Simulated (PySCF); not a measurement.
C6H12O2.
Cartesian coordinates in Å at the GFN2-xTB level; atoms count from 1:
```xyz
20
C6H12O2 angstrom
C     -2.9817   -0.0773   -0.7139
C     -1.7279    0.3898    0.0155
C     -0.4812   -0.2825   -0.5502
C      0.8070    0.1334    0.1848
C      0.8092   -0.5669    1.5238
O      0.2801   -0.1627    2.5203
O      1.9054   -0.2614   -0.6089
C      3.1333    0.2721   -0.1761
H     -2.9202    0.1650   -1.7727
H     -3.8637    0.4059   -0.3016
H     -3.1023   -1.1537   -0.6155
H     -1.6330    1.4730   -0.0844
H     -1.8159    0.1629    1.0795
H     -0.5805   -1.3687   -0.4960
H     -0.3498   -0.0159   -1.6002
H      0.8085    1.2254    0.3338
H      1.3194   -1.5499    1.4879
H      3.3841   -0.0516    0.8404
H      3.1170    1.3686   -0.2005
H      3.8872   -0.0948   -0.8691
```

Level of theory: TDDFT PBE0/def2-SVPD, vertical, gas phase, core orbitals frozen in the response (PySCF 2.14.0, density-fitted response routines).

Frontier orbitals with the atoms that hold most of them (Löwdin shares over 4%, at most four atoms; ? is withheld):

```tsv
orbital	ε (eV)	atoms
HOMO-3	-9.61	C2 20%, C1 16%, C3 12%, H12 9%
HOMO-2	-9.36	O7 18%, C3 14%, C2 13%, C4 10%
HOMO-1	-8.41	O7 47%, O6 16%, C8 10%, C4 5%
HOMO	-7.29	?
LUMO	?	?
LUMO+1	0.77	C8 21%, H19 8%, H18 7%, O7 6%
LUMO+2	1.01	C1 22%, C8 9%, H11 8%, H10 7%
```

Problem. Give the leading atoms of the LUMO.

Solution. C5 (bonded to C, O and H) 40%; O6 (bonded to C) 34%; C4 (bonded to 2 C, O and H) 6%; H17 (bonded to C) 6%. By element: carbon 46% or more, oxygen 34% or more, hydrogen 6% or more.

Problem. Which atoms hold the HOMO, and with what shares?

Solution. O6 (bonded to C) 40%; O7 (bonded to 2 C) 18%; C5 (bonded to C, O and H) 14%; C4 (bonded to 2 C, O and H) 11%. By element: oxygen 57%, carbon 25% or more.

Problem. What is the LUMO energy, and the HOMO–LUMO gap?

Solution. ε(LUMO) = -1.04 eV; the gap is 6.25 eV (0.2298 hartree).

Problem. The HOMO–LUMO gap is 6.25 eV. Where does the response calculation put the lowest singlet, and from which orbitals?

Solution. S1 is at 4.07 eV (f = 0.0009), 2.18 eV below the gap, made of HOMO→LUMO (93%). 

Problem. Give energy, strength and leading configuration of S1, S2, S3 and S4, and follow the Löwdin shares of the leading atoms from the occupied to the empty orbital.

Solution. 
- S1 (4.07 eV, f 0.0009), HOMO→LUMO (93%): O6 40% → 34%, O7 18% → at most 6%, C5 14% → 40%
- S2 (5.87 eV, f 0.0004), HOMO-1→LUMO (92%): O7 47% → at most 6%, O6 16% → 34%, C5 at most 6% → 40%
- S3 (7.01 eV, f 0.0029), HOMO→LUMO+1 (90%): O6 40% → at most 7%, O7 18% → 6%, C8 at most 12% → 21%, H19 at most 12% → 8%
- S4 (7.09 eV, f 0.014), HOMO-2→LUMO (87%): O7 18% → at most 6%, C3 14% → at most 6%, C5 at most 10% → 40%, O6 at most 10% → 34%

Löwdin shares depend on the basis, the more so with diffuse functions.

Hardware: one thread of an Arm Neoverse V1, shared host with 32 logical CPUs at a one-minute load of 16. Cost: 54 s wall, 1.1 GiB resident at most.

One conformer stands for the species.
